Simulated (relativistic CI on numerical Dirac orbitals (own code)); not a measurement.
## Radial parameters of Sr XXXII

Method of calculation: Dirac-Coulomb-Breit CI, separate exchange-only KLI orbitals for each configuration, model QED, unscaled Slater integrals (own radial code, finite nucleus).

Slater integrals F^k, G^k are unscaled and averaged over j, outside the closed core 1s2; ζ comes from projecting the Hamiltonian with its Breit term on Σ l·s of the shell.

- 2s2 2p3: F^2(2p,2p) = 673630, ζ(2p) = 399260 cm⁻¹; <r>(2p) = 0.1415, <r^2>(2p) = 0.02423 (bohr units).
- 2s 2p4: F^2(2p,2p) = 672150, G^1(2s,2p) = 718010, ζ(2p) = 396730 cm⁻¹; <r>(2s) = 0.1643, <r^2>(2s) = 0.03168, <r>(2p) = 0.1418, <r^2>(2p) = 0.02433 (bohr units).
- 2p5: ζ(2p) = 394260 cm⁻¹; <r>(2p) = 0.1422, <r^2>(2p) = 0.02447 (bohr units).

Averages of the first 10 configurations, taken without configuration mixing, which lowers the lowest level and can move excited configurations by several eV; other configurations of the list can lie among them:

| Configuration | Parity | States | Average energy above the lowest level (eV) |
| --- | --- | --- | --- |
| 2s2 2p3 | odd | 20 | 77.1 |
| 2s 2p4 | even | 30 | 275.0 |
| 2p5 | odd | 6 | 501.9 |
| 2p4 3s | even | 30 | 2613.0 |
| 2p4 3p | odd | 90 | 2668.3 |
| 2p4 3d | even | 150 | 2726.3 |
| 2s2 2p2 3s | even | 30 | 2226.6 |
| 2s2 2p2 3p | odd | 90 | 2286.2 |
| 2s2 2p2 3d | even | 150 | 2344.6 |
| 2s 2p3 3s | odd | 80 | 2405.2 |
